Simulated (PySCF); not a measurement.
Ga(vinyl)(OH)(NH2) (C2H6GaNO), SMILES C=[CH][Ga]([NH2])[OH]. Atoms are numbered in the order given.

```xyz
11

Ga    -0.0166     0.1767     0.2598
C     -0.0979    -0.0987    -1.6663
C      0.0982    -1.2915    -2.2636
H     -0.3184     0.7760    -2.3045
H      0.0455    -1.4177    -3.3605
H      0.3223    -2.2098    -1.6921
O     -0.3205     1.8540     0.8687
H     -0.2646     1.9185     1.8386
N      0.3395    -1.1343     1.4816
H      0.3866    -0.9912     2.4907
H      0.5300    -2.1048     1.2310
```
Charge 0, spin multiplicity 1.

Geometry: PBE-D3(BJ)/def2-SVP. The geometry has at least one imaginary mode, so it is a saddle point at that level. The structure was generated by enumeration; whether it is a known compound was not checked. One conformer was computed; it need not be the lowest.

Computed with PySCF 2.14.0 with PBE-D3(BJ)/def2-SVP.

Frequencies are harmonic and unscaled.

Computed harmonic wavenumbers and intensities:
| mode | ν (cm⁻¹) | IR (km/mol) | moving atoms (share of kinetic energy) |
|---|---|---|---|
| 1 | 93i | 137.0 | H 59 %, N 30 % |
| 2 | 39 | 0.9 | C 42 %, H 41 %, O 14 % |
| 3 | 97 | 1.2 | C 26 %, N 23 %, H 22 %, O 15 %, Ga 13 % |
| 4 | 177 | 14.1 | O 38 %, N 24 %, H 22 %, Ga 13 % |
| 5 | 178 | 11.8 | H 44 %, Ga 30 %, O 15 % |
| 6 | 265 | 68.2 | H 96 % |
| 7 | 284 | 2.3 | C 60 %, H 21 %, Ga 14 % |
| 8 | 348 | 51.3 | H 92 % |
| 9 | 471 | 4.9 | H 64 %, C 33 % |
| 10 | 552 | 9.0 | C 61 %, H 21 % |
| 11 | 659 | 8.4 | O 46 %, H 28 %, N 13 %, Ga 8 % |
| 12 | 669 | 135.0 | H 57 %, N 20 %, O 15 % |
| 13 | 696 | 76.2 | N 48 %, Ga 25 %, O 16 %, H 11 % |
| 14 | 799 | 61.1 | H 89 % |
| 15 | 940 | 28.4 | H 72 %, C 28 % |
| 16 | 969 | 8.1 | H 86 %, C 13 % |
| 17 | 1016 | 10.8 | H 93 % |
| 18 | 1217 | 3.2 | H 73 %, C 27 % |
| 19 | 1373 | 5.8 | H 84 %, C 16 % |
| 20 | 1465 | 26.4 | H 90 %, N 10 % |
| 21 | 1613 | 5.5 | C 85 %, H 15 % |
| 22 | 3037 | 19.9 | H 95 % |
| 23 | 3076 | 3.7 | H 92 %, C 8 % |
| 24 | 3124 | 14.0 | H 89 %, C 11 % |
| 25 | 3514 | 16.7 | H 96 % |
| 26 | 3620 | 18.0 | H 91 %, N 9 % |
| 27 | 3746 | 33.3 | H 94 % |
